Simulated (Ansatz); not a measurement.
`[SiH3][N]([SiH3])[ZnH]` + CH₃OH → `C[O][ZnH]` + `[SiH3]N[SiH3]` at 400 K and 1 bar (ligand exchange at a Zn–N bond).

Computed with Ansatz on PBE0-D4/def2-TZVP structures; ΔE is electronic, products minus reactants. CBS: MP2 limit from def2 TZ/QZ plus the TZ coupled-cluster correction, frozen cores. This one scheme is used for every species. For Zn outer-core shells are correlated without core-valence functions, which leaves a few kJ/mol of doubt a bond. Scalar relativity is left out up to krypton.

```
                 species  CCSD(T)/CBS energy (Eh)  H − E (kJ/mol)  S (J/(mol·K))
`[SiH3][N]([SiH3])[ZnH]`              -2415.49005           201.4          410.7
                   CH₃OH               -115.61712           151.2          252.6
             `C[O][ZnH]`              -1893.99751           147.6          321.6
         `[SiH3]N[SiH3]`               -637.10515           203.4          366.7
```

H − E and S are ideal-gas, rigid-rotor, harmonic terms from PBE0-D4/def2-TZVP. 1 Eh = 2625.50 kJ/mol, R = 8.31446 J/(mol·K).

Q: By hand: ΔE, ΔH, ΔS and ΔG.

A: ΔE = (-1893.99751) + (-637.10515) − (-2415.49005) − (-115.61712) = 0.00451 Eh = 11.8 kJ/mol. Δ(H − E) = 147.6 + 203.4 − 201.4 − 151.2 = -1.6, so ΔH = 10.2 kJ/mol. ΔS = 321.6 + 366.7 − 410.7 − 252.6 = 25.0 J/(mol·K). ΔG = 10.2 − 400 × (25.0)/1000 = 0.2 kJ/mol.

Q: By hand: the equilibrium constant, and the temperature at which ΔG would vanish if ΔH and ΔS stayed fixed.

A: log₁₀ K = −ΔG/(RT ln 10) = 0.0. ΔG = 0 at ΔH/ΔS = 408 K.

TΔS isn't small against ΔH here. The sign of ΔG lies within the doubt. A doubt of 5 kJ/mol in ΔE shifts log₁₀ K by 0.7 here. Modes under 60 cm⁻¹, often nearly free rotors, make the harmonic entropy too high. These are equilibria of isolated gas molecules and say nothing of rates. Largest T1 diagnostic: 0.017 (customary marks: 0.02 for closed shells, 0.045 for open ones).
